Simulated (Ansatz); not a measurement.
`[CH3][Al]([OH])[OH]`, charge 0, multiplicity 1.

(1) Give a relaxed structure at PBE0-D4/def2-TZVP (Ansatz 0.2.0). (Estimate.)

## Answers

(1) The calculation gave: 
Cartesian coordinates in Å:
```
C -1.216 -0.035 -0.907
Al 0.338 0.013 0.243
O 0.362 -0.982 1.618
O 1.626 1.045 -0.154
H -2.107 0.308 -0.373
H -1.085 0.597 -1.787
H -1.424 -1.054 -1.243
H 1.073 -1.035 2.253
H 2.432 1.143 0.349
```
Point group Cs.
This is one stationary point; other conformers may exist.
